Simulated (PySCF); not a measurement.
# Interval between two levels of Si³⁺ by level of theory

Si³⁺ [Ne] 3s1 [2S1/2, M_J = 1/2] → Si³⁺ [Ne] 3p1 [2P3/2, M_J = 3/2], as a difference of total energies. Computed with PySCF 2.14 in x2c-TZVPall-2c with one added diffuse shell each of s, p type (6s7p2d1f, 44 functions), with the two-component X2C-1e Hamiltonian. Correlated levels: [Ne] frozen; the 6 highest virtual spinors dropped. "Screened" scales the spin-orbit matrix elements by Boettger's factors to mimic the two-electron term; Breit and QED terms are absent.

```csv
method,interval between two levels (cm⁻¹)
GHF (spin-free),70876
GMP2 (spin-free),70876
GCCSD (spin-free),70876
GCCSD(T) (spin-free),70876
GHF (screened spin-orbit),71033
GMP2 (screened spin-orbit),71033
GCCSD (screened spin-orbit),71033
GCCSD(T) (screened spin-orbit),71033
```
